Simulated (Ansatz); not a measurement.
CH$_{2}$B$_{2}$F$_{2}$ (`FB1CB1F`), relaxed with RKS PBE-D4/def2-SVP in the Gaussian-basis code of Ansatz from a rough embedded geometry. The force threshold is 0.03 eV/Å; the program also tests the step.

The species carries charge 0 and has multiplicity 1.

Start:

```xyz
7

F    -2.211   -0.910   -0.667
B    -0.931   -0.360   -0.215
C     0.577   -0.200   -0.371
B     0.148    0.640    0.752
F     0.304    1.539    1.906
H     1.196   -1.105   -0.107
H     0.917    0.396   -1.299
```

(1) How much energy does the relaxation release, and in how many steps? (An estimate is asked.)

(2) Which bonds change most? (An estimate is asked.)

(3) Give the relaxed structure. (Estimate.)

## Answers

(1) Ansatz gave: 160.08 kJ/mol, in 16 steps, 1 of them rejected.

(2) The calculation gave: B2–B4 from 1.761 to 1.602 Å; F1–B2 from 1.465 to 1.320 Å; B4–F5 from 1.471 to 1.331 Å; B2–C3 from 1.525 to 1.633 Å.

(3) Computed: 
```xyz
7

F    -1.932   -0.712   -0.867
B    -0.987   -0.142   -0.144
C     0.642   -0.241   -0.206
B    -0.005    0.769    0.737
F     0.340    1.291    1.911
H     1.559   -0.857   -0.133
H     0.382   -0.108   -1.296
```
